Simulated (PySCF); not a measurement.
# IO₂⁺: from structure and modes to constants

Level of theory: PySCF, PBE, basis I def2-TZVP with ECP28, O def2-TZVP (scalar-relativistic core potentials, no spin–orbit coupling, density fitting).

The singlet minimum has C2v symmetry. Masses (u): I 126.90447, O 15.99492.

```xyz
3
charge 1 multiplicity 1, angstrom
I     0.0000    0.0000   -0.2037
O     1.4674    0.0000    0.8081
O    -1.4674    0.0000    0.8081
```

Harmonic wavenumbers (cm⁻¹): 279.9 (a1, ×1), 838.3 (a1, ×1), 875.5 (b2, ×1).

Task: Find the principal moments of inertia and the rotational constants. What kind of rotor is it?

Result: About the centre of mass I = 26.158, 68.879, 95.037 u Å². With B = 16.8576/I this gives 0.6444, 0.2447, 0.1774 cm⁻¹. The molecule is an asymmetric top with κ = -0.71.

Task: Give the standard entropy (298.15 K, 1 bar) by its translational, rotational, vibrational and spin parts, and Cp.

Result: Sackur–Tetrode with M = 158.89 u gives 172.1; rotation with symmetry number 2 gives 92.9; vibration 7.8; spin R ln 1 = 0.0. The total is 272.7 J/(mol K), and Cp = 4 R + 11.9 = 45.1 J/(mol K).

This need not be the most stable arrangement of these atoms.
